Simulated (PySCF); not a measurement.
Orbital picture of Sc₂

ωB97X at R = 2.580 Å; basis Sc def2-TZVPP; no relativity; PySCF 2.14. State: ⁵Σu⁻ (quintet), unpaired electrons σ ↑↑, π ↑↑. Only the outer orbitals are listed.

| spin | orbital | occ. | ε (eV) | main shells (%) |
| --- | --- | --- | --- | --- |
| α | σg | 1 | -7.99 | 79 s, 15 d |
| α | πu | 1 | -6.51 | 81 d, 17 p |
| α | πu | 1 | -6.51 | 81 d, 17 p |
| α | σg | 1 | -6.38 | 82 d, 19 s |
| α | σu | 1 | -5.13 | 80 s, 10 p, 10 d |
| α | πu | 0 | 0.49 | 89 p, 11 d |
| α | πu | 0 | 0.49 | 89 p, 11 d |
| α | σg | 0 | 0.59 | 51 p, 34 d, 14 s |
| β | σu | 1 | -36.15 | 99 p |
| β | σg | 1 | -6.27 | 99 s |
| β | σu | 0 | -1.27 | 94 s, 9 p |
| β | πu | 0 | 0.06 | 101 p |
| β | πu | 0 | 0.06 | 101 p |

Question: Which are the highest filled and the lowest empty level, where do they sit, and how wide is the gap?

Answer: Highest filled α σu at -5.13 eV (in %: 80 s, 10 p, 10 d); lowest empty β σu at -1.27 eV (in %: 94 s, 9 p); the gap at ωB97X is 3.86 eV.

The bond order (Mayer) is 2.05. The ⟨S²⟩ is 6.017.

Shares are Mulliken populations and can fall outside 0 to 100 %.

With d or f electrons several states lie close, and the lowest PBE0 determinant need not be the measured ground state.
